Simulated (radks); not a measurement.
Problem. Species: Er VIII. Configuration: [Kr] 4d9 4f8 5s2 5p6 (not the ground configuration). All-electron calculation, scalar-relativistic Kohn-Sham, LDA (Slater exchange, Perdew-Wang correlation), spin-polarised, spherical densities, finite nucleus; open shells are filled with parallel spins first (spin-orbit coupling, left out, can overturn this in heavy ions); Fermi nuclear charge, rms radius 5.2516 fm. Program: a radial shooting solver on a logarithmic mesh with Libxc functionals. Some entries of the table are withheld. Estimate them.

| orbital | occ. | eigenvalue (hartree) | <r> (bohr) |
|---|---|---|---|
| 1s up | 1 | -2111.253 | 0.02039 |
| 1s down | 1 | -2111.252 | 0.02039 |
| 2s up | 1 | -359.1312 | 0.08653 |
| 2s down | 1 | -359.1020 | 0.08653 |
| 2p up | 3 | -318.4187 | 0.07675 |
| 2p down | 3 | -318.3951 | 0.07675 |
| 3s up | 1 | -84.61124 | 0.2257 |
| 3s down | 1 | -84.46960 | 0.2255 |
| 3p up | 3 | -72.22393 | 0.2248 |
| 3p down | 3 | -72.08215 | 0.2245 |
| 3d up | 5 | -56.66539 | 0.2039 |
| 3d down | 5 | -56.54640 | 0.2037 |
| 4s up | 1 | -20.80636 | 0.5037 |
| 4s down | 1 | -20.51212 | 0.5042 |
| 4p up | 3 | -16.67815 | 0.5317 |
| 4p down | 3 | -16.39145 | 0.5327 |
| 4d up | 5 | -11.13909 | (1) |
| 4d down | 4 | -10.86243 | (2) |
| 5s up | 1 | -5.89158 | 1.118 |
| 5s down | 1 | -5.78655 | 1.130 |
| 4f up | 7 | (3) | 0.6404 |
| 4f down | 1 | (4) | 0.6521 |
| 5p up | 3 | -4.70906 | 1.243 |
| 5p down | 3 | -4.62856 | 1.258 |

Solution. 
(1) 4d up <r> (bohr): 0.5670
(2) 4d down <r> (bohr): 0.5692
(3) 4f up eigenvalue (hartree): -4.97736
(4) 4f down eigenvalue (hartree): -4.71961
